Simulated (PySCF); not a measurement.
Zr(Me)2(H)2 (C₂H₈Zr), SMILES [CH3][ZrH2][CH3], multiplicity 1.

Geometry optimised at B3LYP-D3(BJ)/def2-SVP. The multiplicity is an assumed one; other spin states were not compared. The def2 effective core potentials stand for the cores of Zr; spin–orbit coupling is left out.

Two levels are set side by side: TDDFT-PBE/def2-SVPD (PySCF) and TDDFT-B3LYP/def2-SVPD (PySCF). Vertical, same geometry. The lowest singlet is HOMO−1→LUMO 90 % with PBE and HOMO→LUMO 87 % with the other functional; states are paired by order. Differences are taken from unrounded values.

```tsv
quantity	TDDFT-B3LYP	TDDFT-PBE	TDDFT-PBE minus TDDFT-B3LYP
lowest singlet excitation (eV)	4.25	3.96	-0.29
lowest triplet excitation (TDA) (eV)	3.93	3.65	-0.28
```

A lower first singlet is the usual sign of a functional without exact exchange. Differences between two approximate levels are no errors against the true value.

Rough cost on one machine, each run with all the roots and properties that it gave: TDDFT-B3LYP against TDDFT-PBE about 3 times.
